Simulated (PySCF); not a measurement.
Species: C₆H₁₁FO₂Si.
SMILES with atom numbers: `[CH3:1][C@:2]1([SiH2:3][F:4])[CH2:5][C@@H:6]([O:7][CH:8]=[O:9])[CH2:10]1`

Probes without a nucleus sit at each ring's centroid and 1 Å off its mean plane on both sides; NICS is minus the shielding there, NICSzz its component along the normal. Level: GIAO PBE0/pcSseg-1 (PySCF, non-relativistic, gas phase) on the GFN2-xTB geometry, one conformer.

Ring bond lengths (Å), with Mayer bond orders in brackets: C2–C5 1.550 (0.98), C5–C6 1.529 (1.03), C6–C10 1.534 (1.03), C10–C2 1.550 (0.98).

**Question.** What do the NICS probes read (ppm)?

**Answer.** 
```json
{"ring": "C2–C5–C6–C10", "type": "4-membered carbocycle; formal bonds all single", "NICS(0)": "-1.8", "NICS(1), two faces": "-0.8 / -0.6", "NICS(1)zz, two faces": "1.5 / 4.5", "rms pucker (Å)": "0.08", "centre to ring atoms, mean (Å)": "1.09"}
```

**Question.** What do they say, and how far can they be read as aromaticity?

**Answer.** 
- C2–C5–C6–C10: mean NICS(1)zz 3.0 ppm, deshielded. C2, C5, C6, C10 have four or more neighbours, and the NICS criterion for π rings isn't applied.

**Question.** Give the inner angles of the rings and the Hirshfeld charges of the ring atoms.

**Answer.** 
- C2–C5–C6–C10: C2 88.6° (-0.068 e), C5 89.7° (-0.076 e), C6 90.0° (+0.051 e), C10 89.5° (-0.077 e); sum 357.8° against 360° for a flat convex ring.

**Question.** How shielded are the nuclei of the rings and their hydrogens (means over atoms taken as equivalent)?

**Answer.** 
| atoms | environment | σ isotropic (ppm) |
| --- | --- | --- |
| C2 | sp3 carbon bound to silicon | 167.7 |
| C5 (×2) | four-membered-ring carbon | 149.1 |
| C6 | sp3 carbon bound to oxygen | 121.0 |
| H on C5 (×2) | methylene hydrogen | 29.54 |
| H on C5 (×2) | methylene hydrogen | 29.06 |
| H on C6 | methine hydrogen | 25.95 |

Hardware: Arm Neoverse V1, one thread, shared host with 32 logical CPUs at a one-minute load of 22. Cost: 62 s, 1.1 GiB resident at most. This is the whole shielding run at PBE0/pcSseg-1, SCF included.

Shape of the structure used: `[CH3:1][C@:2]1([SiH2:3][F:4])[CH2:5][C@@H:6]([O:7][CH:8]=[O:9])[CH2:10]1`: C1–C2–Si3–F4 -178°, C5–C6–O7–C8 -166°, C6–O7–C8–O9 1°.
